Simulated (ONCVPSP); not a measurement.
# Cutoff test, aluminium (Al), ONCV

| Quantity | Value |
| --- | --- |
| Element | Al |
| Generator | ONCVPSP 4.0.1 |
| Type | optimised norm-conserving Vanderbilt (ONCV) |
| Functional | PBE |
| Relativity | scalar-relativistic |
| Frozen core | [Ne] |
| Valence charge | 3 |
| Reference configuration | 3s2 3p0.5 (charge +0.5) |
| Partial waves | 3s: rc 2.15 bohr, ncon 4, nbas 8, qcut 3.1 1/bohr, 1 projector; 3p: rc 2.50 bohr, ncon 3, nbas 6, qcut 2.9 1/bohr, 2 projectors, debl 2.2 Ha |
| Local potential | polynomial inside 1.85 bohr (lpopt 4, dvloc0 0 Ha) |
| Core correction | none |

For each optimised wave give the share of its norm inside rc, the residual kinetic energy above qcut (Ha) and the cutoffs (Ha) for errors of 10, 1, 0.1 and 0.01 mHa per electron.

| wave | norm inside rc | residual KE | 10 mHa | 1 mHa | 0.1 mHa | 0.01 mHa |
| --- | --- | --- | --- | --- | --- | --- |
| 3s | 0.419 | 1.1e-03 | 2.9 | 5.1 | 28.9 | 37.6 |
| 3p | 0.354 | 3.3e-05 | 1.4 | 2.1 | 2.9 | 13.0 |
| p projector 2 | 0.209 | 7.4e-03 | 4.2 | 7.5 | 21.7 | 30.7 |

The occupied waves need 5.1 Ha and 29 Ha for 1 and 0.1 mHa.
